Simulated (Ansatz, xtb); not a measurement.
## Two isomers of GeH8SSi2

Structure X is `[SiH3][SiH2][GeH2][SH]`, a singlet and structure Y is `[SiH3][GeH2][SiH2]S`, a singlet. Both are isolated molecules in the gas phase, relaxed with B3LYP-D3(BJ)/def2-SVP; each stands in its lowest conformer found.

X (Å):

```xyz
12

Ge   -2.7193   -0.1113    0.0118
S    -3.0344    2.0996   -0.3670
Si    0.6745    1.4278    0.8245
Si   -0.3539   -0.4885   -0.0720
H     0.5257    2.5662   -0.1247
H     0.0361    1.7748    2.1261
H     2.1290    1.1743    1.0502
H     0.0536   -0.6721   -1.4984
H     0.0131   -1.7232    0.6859
H    -3.5473   -0.9512   -0.9879
H    -3.2920   -0.3103    1.4298
H    -2.3623    2.1045   -1.5418
```

Y (Å):

```tsv
atom	x (Å)	y (Å)	z (Å)
Ge	-0.0438	1.1459	-0.3211
S	-1.0402	-2.3869	-0.7483
Si	-2.4062	1.3133	0.0404
Si	0.3199	-0.8856	-1.5333
H	-2.8279	0.2863	1.0344
H	-3.1213	1.0789	-1.2467
H	-2.7681	2.6659	0.5581
H	0.5092	2.3706	-1.0856
H	0.6920	1.0699	1.0376
H	1.7398	-1.3450	-1.4938
H	-0.0969	-0.7319	-2.9553
H	-0.6303	-2.2593	0.5359
```

Problem. Estimate which is lower in electronic energy at CCSD(T)/def2-SVP + ΔMP2/def2-TZVPP, and by roughly how much.

Solution. The CCSD(T)/def2-SVP + ΔMP2/def2-TZVPP calculation puts structure Y lower, by 5.5 kcal/mol.

How the difference moves with the method:

| level | geometry | E(Y) − E(X) (kcal/mol) | departure from the last row (kcal/mol) | job, with rough time for the two |
| --- | --- | --- | --- | --- |
| B3LYP-D3(BJ)/def2-SVP | B3LYP-D3(BJ)/def2-SVP | −4.5 | +1.1 | optimisation, 7.7 min |
| HF/def2-SVP | B3LYP-D3(BJ)/def2-SVP | −4.5 | +1.0 | part of the CCSD(T) run |
| MP2/def2-SVP | B3LYP-D3(BJ)/def2-SVP | −5.2 | +0.3 | part of the CCSD(T) run |
| CCSD(T)/def2-SVP | B3LYP-D3(BJ)/def2-SVP | −4.5 | +1.0 | single point |
| CCSD(T)/def2-SVP + ΔMP2/def2-TZVPP | B3LYP-D3(BJ)/def2-SVP | −5.5 |  | single point, 1.8 min |

As drawn, Y has 1 Ge–Si, 1 S–Si in place of 1 Si–Si, 1 Ge–S.

None of the levels shown reverses the order. The largest departure from CCSD(T)/def2-SVP + ΔMP2/def2-TZVPP is that of B3LYP-D3(BJ)/def2-SVP, 1.1 kcal/mol. Levels run at GFN2-xTB geometries aren't shown. The last row adds to CCSD(T) the change of the MP2 difference between the two basis sets, here −1.0 kcal/mol.

With thermal terms from frequencies at re-optimised GFN2-xTB minima (ideal gas, soft modes damped towards free rotors, one conformer each, 298.15 K, 1 atm): on the last row, ΔE + ΔZPE = −4.9, ΔH = −4.9, ΔG = −4.8 kcal/mol.

The correlated steps freeze 24 core orbitals; the filled d shell of Ge is correlated, in a basis made for valence electrons. Programs: Ansatz 0.2.0, xtb 6.7.1; the last row on 2 threads of Intel(R) Xeon(R) Processor @ 2.50GHz (Skylake/Cascade Lake) on a shared host.
